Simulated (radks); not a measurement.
Task: The mean radii <r> (bohr) of the occupied orbitals of an atom or ion are listed with their occupations. Method: scalar-relativistic Kohn-Sham, LDA (Slater exchange, VWN5 correlation), spin-polarised, spherical densities, finite nucleus; Fermi nuclear charge, rms radius of each element as measured or else 0.836 A^(1/3) + 0.57 fm; computed with a radial shooting solver on a logarithmic mesh with Libxc functionals.

| orbital | occ. | <r> |
|---|---|---|
| 1s | 2 | 0.02459 |
| 2s | 2 | 0.1052 |
| 2p | 6 | 0.09231 |
| 3s | 2 | 0.2768 |
| 3p | 6 | 0.2741 |
| 3d | 10 | 0.2498 |
| 4s | 2 | 0.5889 |
| 4p | 6 | 0.6075 |

Name the element and its charge. Open shells, if any, are filled with parallel spins first.

Result: Z = 58, cerium, charge +22: Ce22+ in [Kr]. The 1s radius gives Z: for a bare nucleus <r> = (2 gamma + 1)/(2Z) with gamma = sqrt(1 - (Z/c)^2), 0.02424 bohr for Z = 58, and screening makes it slightly larger (0.02459 here). The occupations add up to 36, and the charge is Z minus that.
